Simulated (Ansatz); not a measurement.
The pair A = NH3 (SMILES N) (first 4 atoms), B = CH3F (SMILES CF); geometry from B3LYP-D3(BJ)/def2-TZVP.
(charge 0, multiplicity 1):
```json
[
 {"atom": "N", "x (Å)": "0.0014", "y (Å)": "-0.1752", "z (Å)": "0.2984"},
 {"atom": "H", "x (Å)": "0.2376", "y (Å)": "-0.8822", "z (Å)": "-0.3885"},
 {"atom": "H", "x (Å)": "-0.1493", "y (Å)": "0.6928", "z (Å)": "-0.2028"},
 {"atom": "H", "x (Å)": "0.8122", "y (Å)": "-0.0463", "z (Å)": "0.8950"},
 {"atom": "C", "x (Å)": "0.1481", "y (Å)": "-0.5399", "z (Å)": "3.6373"},
 {"atom": "F", "x (Å)": "1.3826", "y (Å)": "-0.1663", "z (Å)": "3.0945"},
 {"atom": "H", "x (Å)": "-0.1538", "y (Å)": "0.2219", "z (Å)": "4.3566"},
 {"atom": "H", "x (Å)": "-0.5710", "y (Å)": "-0.6130", "z (Å)": "2.8225"},
 {"atom": "H", "x (Å)": "0.2707", "y (Å)": "-1.5019", "z (Å)": "4.1356"}
]
```

Cores are frozen in the correlated methods. MP2 and its Hartree–Fock in aug-cc-pVQZ, aug-cc-pVTZ are density fitted.

The values were computed with Ansatz (Gaussian basis) for Hartree–Fock, density functionals and correlated methods. Values without a source in brackets are computed.

The counterpoise-corrected interaction energy is E(AB) − E(A in the pair's basis) − E(B in the pair's basis). Total energies (hartree):

```
level                          AB  A in the pair's basis  B in the pair's basis
-------------------  ------------  ---------------------  ---------------------
HF/aug-cc-pVTZ       -195.3190998            -56.2202484           -139.0968487
MP2/aug-cc-pVTZ      -196.0068187            -56.4606940           -139.5416966
HF/aug-cc-pVQZ       -195.3320797            -56.2238679           -139.1061979
MP2/aug-cc-pVQZ      -196.0635115            -56.4777512           -139.5811565
MP2/aug-cc-pVDZ      -195.8269897            -56.4054239           -139.4175825
CCSD(T)/aug-cc-pVDZ  -195.8773360            -56.4259268           -139.4473926
```

Work out the counterpoise-corrected interaction energy at the basis-set limit: extrapolate the MP2 correlation part as X⁻³, take Hartree–Fock from the larger set, and add the CCSD(T) − MP2 difference of aug-cc-pVDZ.


1. Differences (1 hartree = 627.509 kcal/mol): HF/aug-cc-pVTZ -1.257; MP2/aug-cc-pVTZ -2.779; HF/aug-cc-pVQZ -1.264; MP2/aug-cc-pVQZ -2.889; MP2/aug-cc-pVDZ -2.500; CCSD(T)/aug-cc-pVDZ -2.520.
2. Correlation parts, MP2 less HF: -1.522 in aug-cc-pVTZ (X = 3), -1.625 in aug-cc-pVQZ (X = 4).
3. Limit (4³·(-1.625) − 3³·(-1.522))/(4³ − 3³) = -1.700; with HF/aug-cc-pVQZ it gives -2.964.
4. CCSD(T) less MP2 in aug-cc-pVDZ: -0.021.
Result: -2.99 kcal/mol, against -2.78 at MP2/aug-cc-pVTZ. It is an estimate of this method's limit, not of the exact value.

Ansatz is an electronic-structure program.
